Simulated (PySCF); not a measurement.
HOP, SMILES P=O.

The structure is a stationary point at TPSSh-D3(BJ)/def2-TZVPD.

Two levels are set side by side: TDDFT-PBE/def2-TZVPD (PySCF) and TDDFT-LC-ωPBE/def2-TZVPD (PySCF). Vertical, same geometry. The lowest singlet is HOMO→LUMO 100 % with PBE and HOMO→LUMO 99 % with the other functional; states are paired by order. Differences are taken from unrounded values.

| quantity | TDDFT-LC-ωPBE | TDDFT-PBE | TDDFT-PBE minus TDDFT-LC-ωPBE |
|---|---|---|---|
| lowest singlet excitation (eV) | 2.44 | 2.30 | -0.14 |
| lowest triplet excitation (TDA) (eV) | 1.46 | 1.44 | -0.02 |
| first bright state (f over 0.05) (eV) | 7.05 | 6.32 | -0.73 |
| its oscillator strength | 0.09 | 0.10 | 0.00 |

A lower first singlet is the usual sign of a functional without exact exchange. Differences between two approximate levels are no errors against the true value.

Rough cost on one machine, each run with all the roots and properties that it gave: TDDFT-LC-ωPBE against TDDFT-PBE about 4 times.
